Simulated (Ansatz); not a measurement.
Consider the formal exchange of groups at a Te–C bond: `[AlH2][CH2]C[TeH]` + `[CH3][AlH][CH3]` → `[CH3][Al]([CH3])[TeH]` + `C[CH2][AlH2]`.

Gas-phase electronic energies from Ansatz, PBE0-D4/def2-TZVP geometries. CCSD(T)/CBS adds triple-zeta CCSD(T) − MP2 to the extrapolated MP2 energy (def2 sets, frozen cores). Functionals use def2-TZVPP. HSE06 is defined as in plane-wave codes. Elements past krypton have def2 core potentials. For Te outer-core shells are correlated without core-valence functions, which leaves a few kJ/mol of doubt a bond. One conformer a species, not always the lowest.

```csv
level,ΔE (kJ/mol)
LDA (SPW92),-164.2
HSE06-D4,-169.3
B2PLYP,-163.9
SCS-MP2/def2-TZVPP,-161.1
```

What does CCSD(T)/CBS give? (Estimate.)

The calculation gave: -163.4 kJ/mol. The listed levels differ from it by -0.8, -5.9, -0.5, 2.3 kJ/mol.

Largest T1 diagnostic among the species: 0.010.

At CCSD(T), def2-SVP lies −7.0 kJ/mol from the extrapolated value and def2-TZVPP +1.0 kJ/mol. Leaving LDA and LC-ωPBE aside and taking each functional with its dispersion term where it has one, the values, not all of them listed here, spread over 20.7 kJ/mol, from r2SCAN0-D4 to B97M-V.
